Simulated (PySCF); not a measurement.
# Radial density of I⁺ (iodine, charge +1)

UHF, [Kr] 4d10 5s2 5p3 6s1, high-spin 5S determinant (an excited configuration). All numbers are calculated (PySCF 2.14, the non-relativistic Hamiltonian (point nucleus), in dyall-av2z).

```
r (bohr)  4πr²ρ (e/bohr)  4πr²(ρα − ρβ)
0.000525          0.3443         0.0000
0.000883          0.9379         0.0000
 0.00149           2.490         0.0001
 0.00250           6.326         0.0003
 0.00420           14.95         0.0007
 0.00707           31.25         0.0016
  0.0119           53.40         0.0040
  0.0200           66.70         0.0121
  0.0336           60.01         0.0391
  0.0566           68.95         0.0804
  0.0952           86.80         0.0272
   0.160           63.64         0.0299
   0.269           72.33         0.1383
   0.453           26.58         0.1114
   0.762           27.91         0.1916
    1.28           8.436         0.6089
    2.16           3.056         1.7585
    3.63          0.5975         0.5001
    6.10          0.1780         0.1779
    10.3        0.001140         0.0011
```

A non-relativistic calculation at this Z misses sizeable relativistic shifts. The outer electron is Rydberg-like, and this basis confines it to a smaller radius and binds it less than a complete one would.
